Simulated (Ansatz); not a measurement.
Born–Oppenheimer molecular dynamics of ClFH4OSiZn (9 atoms, charge 0, multiplicity 1). It starts at the highest image of a converged band, a first-order saddle point between two minima.

All numbers below come from Ansatz 0.2.0, UKS PBE0-D4/def2-SVP.

```yaml
ensemble: NVE (velocity Verlet)
time_step: 0.5 fs
steps_asked: 200
starting_velocities_drawn_for: 100 K
seed: 10679
```

First frame:

```xyz
9
Properties=species:S:1:pos:R:3
Zn -1.294 0.097 -1.386
F 0.212 -0.887 -2.257
Cl -3.225 0.781 -1.872
H 0.540 -0.654 -1.207
O 0.161 -0.106 -0.160
Si 0.769 0.135 1.373
H -0.249 0.876 2.174
H 2.028 0.935 1.309
H 1.058 -1.176 2.027
```

(1) What does the run give?

(2) What happens to the structure?

(3) How do temperature and energy run in time?

## Answers

(1) The run went to its last step.

```json
{"steps done": "200", "time covered": "100 fs", "mean temperature over the second half": "195 K", "spread of the potential energy over the second half": "2.6 meV per atom", "mean potential energy of the second half above the start": "-9.5 meV per atom"}
```

The conserved energy stayed within 0.11 meV per atom of its start (net change -0.033 meV per atom), so the integration is sound. The kinetic energy rose, since the run started high on the potential surface and went downhill. A run of 0.1 ps of so small a system gives no equilibrium averages. The orbitals stay closed-shell, which can raise the energy where a bond breaks towards radicals; this wasn't checked here.

(2) Between its relaxed ends the band would form F2–H4 and break H4–O5. These pairs go: F2–H4 1.12 → 1.92 Å, H4–O5 1.24 → 1.00 Å. In the last frame they stand as before the step (other bonds may differ from the relaxed reactants and products). It ends as one piece, ClFH4OSiZn. Pairs count as bonded within 1.25 times the sum of covalent radii (0.12 Å more for H–H). Another seed would give other details.

(3) 
```
time (fs)  T (K)  potential energy less start (eV)  conserved less start (meV/atom)
      0.0    100                             0.000                             0.00
      5.0     41                             0.054                             0.04
     10.0     56                             0.040                             0.03
     15.0     79                             0.019                             0.02
     20.0     67                             0.030                             0.03
     25.0     79                             0.019                             0.01
     30.0     89                             0.010                             0.03
     35.0    127                            -0.025                             0.00
     40.0    148                            -0.044                            -0.01
     45.0    176                            -0.069                             0.00
     50.0    196                            -0.087                            -0.02
     55.0    186                            -0.077                             0.03
     60.0    205                            -0.095                            -0.01
     65.0    198                            -0.089                             0.03
     70.0    212                            -0.101                             0.02
     75.0    209                            -0.098                             0.02
     80.0    203                            -0.093                            -0.06
     85.0    196                            -0.087                            -0.02
     90.0    219                            -0.108                            -0.08
     95.0    198                            -0.090                            -0.08
    100.0    171                            -0.065                            -0.03
```

The run took 18 min on 4 threads of Arm Neoverse N1, with other jobs on the host, peak memory 0.44 GiB.
